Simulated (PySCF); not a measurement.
Co²⁺: excitation energy

Co²⁺ [Ar] 3d7 (4F) → Co²⁺ [Ar] 3d6 4p1 (high-spin determinant), as a difference of total energies. Computed with PySCF 2.14 in ANO-RCC-VTZP, with scalar relativity by spin-free X2C-1e. Correlated levels: valence and next inner shell: [Ne] frozen. The calculations carry no spin-orbit coupling.

```csv
method,excitation energy (eV)
UHF,11.004
MP2 (valence and next inner shell),12.735
SCS-MP2 (valence and next inner shell),12.738
CCSD (valence and next inner shell),12.274
CCSD(T) (valence and next inner shell),12.290
```

How much does correlation contribute at CCSD(T) (valence and next inner shell)?

12.290 − (11.004) = 1.286 eV, measured against UHF.

A first-order spin-orbit estimate (lowest level to lowest level, LS coupling) adds 0.071 eV.

The basis was made for the ground configuration and has no added diffuse functions, so the excitation energy can come out too high.

The determinant of the upper state mixes LS terms, which raises its energy above the lowest term, most at the Hartree-Fock and MP2 levels.
